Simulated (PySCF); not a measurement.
This PySCF input asks for the NMR shieldings of SMILES C#CC[C@@](F)([SiH2]C)C(=C)C, C₈H₁₃FSi; the geometry comes from GFN2-xTB.

```python
import basis_set_exchange as bse
import numpy as np
from pyscf import gto, dft
from pyscf.prop import nmr

atoms = """
C    -2.123570    2.700361   -0.428400
C    -1.153290    2.128779   -0.024438
C     0.012342    1.397584    0.429105
C     0.175279    0.059906   -0.310216
F     0.598133    0.370842   -1.613352
Si    1.616824   -1.014825    0.421240
C     3.247610   -0.104520    0.107270
C    -1.102918   -0.723925   -0.384396
C    -1.553144   -1.226780   -1.523488
C    -1.813754   -0.932381    0.918769
H    -2.967234    3.217837   -0.774817
H    -0.061419    1.214074    1.503359
H     0.903370    2.002735    0.240084
H     1.384893   -1.176530    1.864170
H     1.564659   -2.306675   -0.262633
H     3.332390    0.196586   -0.933375
H     4.092429   -0.746560    0.336483
H     3.340160    0.787699    0.721223
H    -1.045250   -1.063808   -2.457417
H    -2.459129   -1.806951   -1.562208
H    -2.272487   -0.001721    1.251402
H    -2.598238   -1.675457    0.802255
H    -1.122409   -1.269287    1.689459
"""
names = dict.fromkeys(["C", "F", "Si", "H"], "pcSseg-1")
basis = {el: gto.basis.parse(bse.get_basis(n, elements=[el], fmt="nwchem")) for el, n in names.items()}
mol = gto.M(atom=atoms, basis=basis, charge=0, verbose=0)
mf = dft.RKS(mol, xc="PBE0")
mf.grids.level = 2
mf.grids.alignment = dft.numint.BLKSIZE   # the property module wants whole blocks of grid points
mf.conv_tol = 1e-9
mf.kernel()

calc = nmr.RKS(mf)   # GIAO
C = mf.mo_coeff
Co = C[:, mf.mo_occ > 0]
resp = mf.gen_response(singlet=True, hermi=2)
def vind(x):   # induced exchange potential for any number of trial vectors
    d = np.einsum("pi,xij,qj->xpq", C, 2 * x.reshape(-1, C.shape[1], Co.shape[1]), Co, optimize=True)
    return np.einsum("xpq,pi,qj->xij", resp(d - d.transpose(0, 2, 1)), C, Co, optimize=True).ravel()
mo1, _ = nmr.rhf.solve_mo1(calc, with_cphf=vind)
sigma = calc.kernel(mo1)
for i, s in enumerate(sigma):   # ppm
    print("%2d %-2s %9.2f" % (i, mol.atom_pure_symbol(i), np.trace(s) / 3))
```

Task: What are the results?

Result: 
```
 0 C     109.02
 1 C     102.77
 2 C     159.25
 3 C      86.55
 4 F     376.88
 5 Si    377.89
 6 C     196.82
 7 C      34.23
 8 C      69.82
 9 C     164.54
10 H      30.31
11 H      29.17
12 H      28.83
13 H      27.35
14 H      27.67
15 H      31.06
16 H      31.60
17 H      31.55
18 H      26.18
19 H      26.32
20 H      29.48
21 H      29.81
22 H      30.18
```

These numbers come from an equivalent density-fitted implementation of the same equations, which agrees with the script to about 0.01 ppm for H and up to a few tenths of a ppm for heavy atoms, so last digits may differ.

Task: Turn these shieldings into chemical shifts. δ = σ(ref) − σ, references computed at the same level: TMS for ¹³C (σref 186.93) and ²⁹Si (σref 349.16) and ¹H (σref 31.72); CFCl3 for ¹⁹F (σref 170.95).

Result: Averaging equivalent atoms: C 7: 152.7; C 8: 117.1; C 3: 100.4; C 1: 84.2; C 0: 77.9; C 2: 27.7; C 9: 22.4; C 6: -9.9; F 4: -205.9; Si 5: -28.7; H 18: 5.53; H 19: 5.40; H 13: 4.37; H 14: 4.05; H 12: 2.89; H 11: 2.55; H 20/21/22: 1.89; H 10: 1.40; H 15/16/17: 0.31 ppm. Unscaled 19F shifts against computed CFCl3 carry errors that often reach 10 to 50 ppm.

Size and cost of the density-fitted run: 242 basis functions, 2.2 min wall time on 1 thread of an Arm Neoverse N1, shared host; peak memory 1.1 GiB.
